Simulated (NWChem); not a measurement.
GaF$_{2}$, doublet; SMILES [Ga]([F])[F]

All runs: NWChem. Pople sets run with spherical d functions. Spin-unrestricted. In the optimisation the excess spin sits in a1 (C2v, its own frame). Geometry: optimised at PBE0/def2-SVP, spin-unrestricted. This spin state was assumed; another may lie lower. No stability test was run on the SCF state.

Q: Taking TPSS/6-311G** as the yardstick, which of these has the fewest basis functions while keeping “dipole (D)” within 0.05 D of it: TPSS/6-31G*; TPSS/STO-3G; TPSS/3-21G?

A: none of them.
```
level          basis functions  dipole (D)
-------------  ---------------  ----------
TPSS/STO-3G                 28        1.33
TPSS/3-21G                  40        1.62
TPSS/6-31G*                 60        1.90
TPSS/6-311G**               80        2.21
```

The yardstick is one finite set, not the basis-set limit.
